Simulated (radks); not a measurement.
All-electron atom: the cobalt ion Co+ in [Ar] 3d5.5 4s0.5 4p2 (fractional occupations, a model configuration). Method: scalar-relativistic Kohn-Sham, BLYP, spin-polarised, spherical densities, point nucleus; open shells are filled with parallel spins first; computed with a radial shooting solver on a logarithmic mesh with Libxc functionals.

Radial electron density D(r) = 4 pi r^2 rho(r):

r (bohr)  D(r) (e/bohr)  spin D(r)
0.00367           2.055   0.000558
0.004779          3.247   0.000881
0.006273          5.106    0.00138
0.008234          7.829    0.00212
0.01081           11.62    0.00314
0.01419           16.51    0.00447
0.01847           22.02    0.00599
0.02425           27.62    0.00770
0.03182           31.66    0.00953
0.04177           32.60     0.0122
0.05483           30.15     0.0184
0.0714            26.66     0.0337
0.09371           26.04     0.0711
0.123             30.59      0.152
0.1615            36.15      0.327
0.2119            34.67      0.710
0.276             24.96       1.47
0.3622            15.65       2.78
0.4754            15.16       4.30
0.6241            18.17       5.05
0.8191            15.59       4.37
1.075             8.768       2.91
1.4               3.806       1.86
1.838             1.870       1.47
2.412             1.300       1.24
3.166            0.7765      0.770
4.156            0.2869      0.286
5.411           0.05976     0.0597
7.103          0.005525    0.00552
9.323         0.0001910   0.000191

D(r) has 3 maxima, at r = 0.0392, 0.178, 0.650 bohr, and minima at 0.0851, 0.418 bohr, inside which lie 2.11, 10.71 electrons.
